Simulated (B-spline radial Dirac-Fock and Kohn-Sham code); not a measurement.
# The free gallium atom: differential elastic cross section for electrons at 92.5 eV

These are calculated numbers from an atomic code on a B-spline grid; the model is relativistic (Dirac) partial waves in the static field of the Dirac-Fock atom with Furness-McCarthy exchange, without polarisation or absorption potentials. Below a few hundred eV the neglected polarisation potential matters, most of all at small angles.

```
θ (°)  dσ/dΩ (a₀²/sr)  Sherman function
    0            43.0             0.000
  0.5            42.9             0.000
    1            42.8             0.000
    2            42.0             0.000
    4            39.2             0.000
    8            30.0            -0.001
   12            19.5            -0.001
   16            11.0            -0.002
   24            2.35            -0.010
   32           0.745            -0.019
   45            1.42             0.006
   60            1.06             0.017
   75           0.188             0.032
   90           0.206            -0.056
  105           0.701            -0.027
  120           0.693            -0.021
  135           0.205            -0.026
  150          0.0119             0.054
  165           0.348             0.005
  180           0.605             0.000
```

Problem. What integrated cross sections go with this distribution?

Solution. The total elastic cross section is 14.3 a₀², the first transport cross section 5.71 a₀² and the second, weighted with (3/2) sin²θ, 7.50 a₀². The mean deflection is ⟨1 − cos θ⟩ = 0.399, and 19 % of the collisions scatter beyond 90°.

On this grid of angles the cross section has minima near 32°, 75°, 150°, from interference among the few low partial waves with large phase shifts.
